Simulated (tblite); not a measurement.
Compound: C6H5FNOP.
Bonds: C1–C2, C2–C3 (aromatic), C3–P4 (aromatic), P4–C5 (aromatic), C5–F6, C5–N7 (aromatic), N7–C8 (aromatic), C8–C9, C9–O10 (double), C2–C8 (aromatic). Hydrogens: H11, H12, H13 on C1; H14 on C3; H15 on C9.

The geometry is computed with GFN2-xTB (gas phase).

(1) List the bond lengths, angles and torsions at this level.

## Answers

(1) 
| bond | length (Å) |
| --- | --- |
| C1–C2 | 1.491 |
| C2–C3 | 1.389 |
| C3–P4 | 1.732 |
| P4–C5 | 1.762 |
| C5–F6 | 1.345 |
| C5–N7 | 1.289 |
| N7–C8 | 1.335 |
| C8–C9 | 1.473 |
| C9=O10 | 1.205 |
| C2–C8 | 1.406 |
| C1–H11, C1–H12, C1–H13 | 1.088 |
| C3–H14 | 1.084 |
| C9–H15 | 1.104 |

Bonds in one row agree within 0.01 Å and their mean is given. A selection of angles:
| angle | degrees |
| --- | --- |
| C1–C2–C3 | 119.2 |
| C1–C2–C8 | 120.4 |
| C3–C2–C8 | 120.4 |
| C2–C3–P4 | 127.3 |
| C3–P4–C5 | 95.7 |
| P4–C5–F6 | 115.2 |
| P4–C5–N7 | 129.8 |
| F6–C5–N7 | 115.0 |
| C5–N7–C8 | 123.1 |
| N7–C8–C9 | 112.6 |
| C2–C8–N7 | 123.8 |
| C2–C8–C9 | 123.6 |
| C8–C9–O10 | 126.7 |

Dihedral angles: N7–C8–C9–O10 180° (antiperiplanar).

Of the pairs four or more bonds apart, C1···O10 is among the closest relative to their van der Waals radii: 2.79 Å, 87 % of the sum of Bondi's values. The 6-membered ring C2–C3–P4–C5–N7–C8 has internal angles of 95.7° to 129.8°; it is planar, 0.00 Å rms from its mean plane, widest ring torsion 0°. The C–P distances run from 1.732 Å (C3–P4, aromatic) to 1.762 Å (P4–C5, aromatic), a spread of 0.030 Å. P4 (phosphorus bonded to 2 C) is bent (angle 95.7°). N7 (pyridine-type nitrogen) is bent (angle 123.1°). The 10 heavy atoms lie in one plane (0.000 Å rms). The 4 C–C bonds span 1.389 Å (C2–C3, aromatic) to 1.491 Å (C1–C2, drawn single), a spread of 0.102 Å.

Point group: Cs (tolerance 0.08 Å). Its GFN2-xTB frequencies are all real (lowest 63 cm⁻¹). One conformer, not necessarily the lowest.
